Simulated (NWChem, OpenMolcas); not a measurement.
PbS (SMILES [S][Pb]): methods side by side

PbS has 2 atoms, charge 0, and is taken as a singlet. SMILES: `[S][Pb]`. Geometry: the measured bond length.

| atom | x (Å) | y (Å) | z (Å) |
| --- | --- | --- | --- |
| S | 0.0000 | 0.0000 | 0.0000 |
| Pb | 0.0000 | 0.0000 | 2.2869 |

Quantity: the dipole moment, in D. The values are calculated.

| level | kind | program | value (D) |
| --- | --- | --- | --- |
| HF/def2-TZVPP (core potential) | Hartree–Fock | OpenMolcas | 5.06 |
| SVWN5/def2-TZVPP (core potential) | LDA | OpenMolcas | 3.61 |
| BLYP/def2-TZVPP (core potential) | GGA | NWChem | 3.66 |
| revPBE/def2-TZVPP (core potential) | GGA | NWChem | 3.82 |
| M06-L/def2-TZVPP (core potential) | meta-GGA | NWChem | 4.17 |
| r2SCAN/def2-TZVPP (core potential) | meta-GGA | OpenMolcas | 3.99 |
| BHLYP/def2-TZVPP (core potential) | global hybrid | OpenMolcas | 4.45 |
| PBE0/def2-TZVPP (core potential) | global hybrid | OpenMolcas | 4.18 |

The values span 3.61 to 5.06 D.
